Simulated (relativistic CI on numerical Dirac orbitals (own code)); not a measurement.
**Magnetism of Nb4+, 4d, in a crystal field**

Calculated by Dirac-Coulomb-Breit CI, orbitals from a KLI potential per configuration, a model potential for QED, valence Slater integrals scaled by 0.65, one configuration in a parametric crystal field (own radial code).

Field parameters in Wybourne normalisation: D3d B²₀ = −7Dσ, B⁴₀ = −14Dq − 21Dτ, B⁴₃ = −14√(10/7) Dq; D4h B²₀ = −7Ds, B⁴₀ = 21(Dq − Dt), B⁴₄ = 21√(5/14) Dq; Td as Oh with Dq negative (B⁴₀ = 21Dq, B⁴₄ = √(5/14) B⁴₀). The field is a parameter set, without covalency.

S is read from ⟨S²⟩ = S(S + 1).

Powder χT (cm³ K mol⁻¹) by Van Vleck's formula, with temperature-independent terms:

| Field | 2 K | 5 K | 10 K | 20 K | 50 K | 100 K | 200 K | 300 K |
| --- | --- | --- | --- | --- | --- | --- | --- | --- |
| D3d, 10Dq = 29700, Dσ = 1090, Dτ = 170 cm⁻¹ | 0.271 | 0.272 | 0.272 | 0.273 | 0.277 | 0.282 | 0.293 | 0.303 |
| D4h, 10Dq = 34650, Ds = -220, Dt = 770 cm⁻¹ | 0.279 | 0.28 | 0.28 | 0.281 | 0.284 | 0.289 | 0.299 | 0.308 |
| Td, 10Dq = -15550 cm⁻¹ | 0.312 | 0.312 | 0.313 | 0.313 | 0.315 | 0.319 | 0.325 | 0.332 |
| Td, 10Dq = -15600 cm⁻¹ | 0.312 | 0.313 | 0.313 | 0.313 | 0.315 | 0.319 | 0.325 | 0.332 |

Task: For D4h, 10Dq = 34650, Ds = -220, Dt = 770 cm⁻¹: what effective moment follows at 300 K?

Result: μ_eff = √(8χT) = 1.57 μB. The ground level has S = 0.50; the spin-only moment for S = 1/2 is 1.73 μB. The difference comes from the orbital moment, spin-orbit mixing of terms and temperature-independent paramagnetism, all larger in this ionic model than in covalent complexes.
